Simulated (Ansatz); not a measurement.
One change: `C#[C][Ga]([F])[Cl]` becomes `[F][Ga]([Cl])[Cl]`.

Ansatz, PBE0-D4/def2-TZVP geometries, multiplicity 1. 

Scalar relativity is left out up to krypton.

```tsv
property	`C#[C][Ga]([F])[Cl]`
HOMO energy (PBE/def2-TZVPP) / eV	-7.72
HOMO–LUMO gap (B3LYP/def2-TZVPP) / eV	6.62
ideal-gas entropy at 298 K and 1 bar (rigid rotor, harmonic PBE0-D4/def2-TZVP) / J/(mol·K)	349
HOMO energy (PBE0/def2-TZVPP) / eV	-8.99
HOMO–LUMO gap (ωB97M-V/def2-TZVPP) / eV	11.27
LUMO energy (PBE/def2-TZVPP) / eV	-2.66
```

(1) Give the same properties after the change, and the shifts. (Estimate.)

Results:

(1) Ansatz gave: 
```json
{"property": "HOMO energy (PBE/def2-TZVPP) / eV", "`[F][Ga]([Cl])[Cl]`": "-8.27", "shift": "-0.55"}
{"property": "HOMO–LUMO gap (B3LYP/def2-TZVPP) / eV", "`[F][Ga]([Cl])[Cl]`": "7.07", "shift": "0.45"}
{"property": "ideal-gas entropy at 298 K and 1 bar (rigid rotor, harmonic PBE0-D4/def2-TZVP) / J/(mol·K)", "`[F][Ga]([Cl])[Cl]`": "324", "shift": "-25"}
{"property": "HOMO energy (PBE0/def2-TZVPP) / eV", "`[F][Ga]([Cl])[Cl]`": "-9.73", "shift": "-0.74"}
{"property": "HOMO–LUMO gap (ωB97M-V/def2-TZVPP) / eV", "`[F][Ga]([Cl])[Cl]`": "11.97", "shift": "0.70"}
{"property": "LUMO energy (PBE/def2-TZVPP) / eV", "`[F][Ga]([Cl])[Cl]`": "-2.98", "shift": "-0.32"}
```

With PBE0 the HOMO falls by 0.74 eV and the LUMO falls by 0.17 eV, so the gap widens by about 0.57 eV. PBE moves the HOMO by -0.55 eV and ωB97M-V by -0.74 eV. The zero-point energy changes by -45.7 kJ/mol with -6 modes.

B3LYP here is the variant with VWN-RPA as its local correlation; programs differ in this.
